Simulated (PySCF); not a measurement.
## Telling isomers of C9H7FO apart by NMR

Method: GFN2-xTB geometry, shielding tensors at PBE0/pcSseg-1 (GIAO), in PySCF (rapidly exchanging positions averaged, isolated molecule, non-relativistic, single conformer).

Scale: 1H and 13C vs TMS (reference shieldings calculated alike). Splittings of carbon signals by F and P are missing where no couplings were computed. Where no couplings were computed, multiplicities follow the n + 1 count of equivalent neighbours, and m marks all less simple cases (inequivalent or close neighbours, rings, F or P nearby). Shifts are as computed. Against solution values, carbons near 30 ppm lie about +3 ppm off and those near 130 ppm about +5 ppm. Of 1211 compounds with measured shifts, 218 miss one by over three times the rms of a fit or turn the order of signals round; such compounds aren't used in these exercises.

(1) Tabulate the signals of `C=Cc1cccc(C(=O)F)c1`, `C=Cc1ccccc1C(=O)F`, `C=Cc1ccc(F)c(=O)cc1` and their relative energies.

(2) What is the quickest way to tell C=Cc1cccc(C(=O)F)c1 from C=Cc1ccc(F)c(=O)cc1?

(3) What is the quickest way to tell C=Cc1cccc(C(=O)F)c1 from C=Cc1ccccc1C(=O)F?

(4) What is the quickest way to tell C=Cc1ccccc1C(=O)F from C=Cc1ccc(F)c(=O)cc1?

Results:

(1) 
```json
{"SMILES": "C=Cc1cccc(C(=O)F)c1", "carbon types": "3×C 5×CH 1×CH2", "δC": "166.0, 143.0, 142.7, 142.6, 139.4, 135.0, 132.5, 129.8, 121.9", "δH": "8.89 (m, 1H), 8.42 (m, 1H), 7.81 (m, 1H), 7.64 (d, 1H), 6.89 (m, 1H), 6.50 (m, 1H), 5.83 (m, 1H)", "E rel. (kcal/mol)": "0.0"}
{"SMILES": "C=Cc1ccccc1C(=O)F", "carbon types": "3×C 5×CH 1×CH2", "δC": "164.7, 147.8, 141.9, 141.0, 139.6, 133.2, 129.1, 125.6, 123.2", "δH": "9.10 (m, 1H), 8.63 (m, 1H), 8.35 (d, 1H), 7.89 (m, 1H), 7.63 (m, 1H), 6.58 (m, 1H), 6.03 (m, 1H)", "E rel. (kcal/mol)": "3.6"}
{"SMILES": "C=Cc1ccc(F)c(=O)cc1", "carbon types": "3×C 5×CH 1×CH2", "δC": "179.7, 177.8, 150.7, 148.0, 147.2, 138.0, 136.9, 124.3, 123.9", "δH": "7.75 (d, 1H), 7.51 (m, 1H), 7.29 (m, 1H), 6.89 (m, 1H), 6.88 (m, 1H), 6.08 (m, 1H), 5.81 (m, 1H)", "E rel. (kcal/mol)": "42.5"}
```

Energies are electronic energies at PBE0/pcSseg-1 on these geometries, without zero-point or thermal terms, each for the one conformer computed, which needn't be the lowest.

(2) Both give the same number of carbon signals, with the same numbers of each carbon type, so the positions decide. The first has a substituted aromatic carbon (C) at 129.8 ppm, the second a ring carbonyl carbon (C) at 179.7 ppm. Their most deshielded carbons lie at 166.0 and 179.7 ppm. In the proton spectra the most deshielded non-exchanging signals are 8.89 (m, 1H) and 7.75 (d, 1H).

(3) Both give the same number of carbon signals, with the same numbers of each carbon type, so the positions decide. The first has a substituted aromatic carbon (C) at 129.8 ppm, the second a substituted aromatic carbon (C) at 123.2 ppm. Their most deshielded carbons lie at 166.0 and 164.7 ppm.

(4) Both give the same number of carbon signals, with the same numbers of each carbon type, so the positions decide. The first has a substituted aromatic carbon (C) at 123.2 ppm, the second a ring carbonyl carbon (C) at 179.7 ppm. Their most deshielded carbons lie at 164.7 and 179.7 ppm. In the proton spectra the most deshielded non-exchanging signals are 9.10 (m, 1H) and 7.75 (d, 1H).
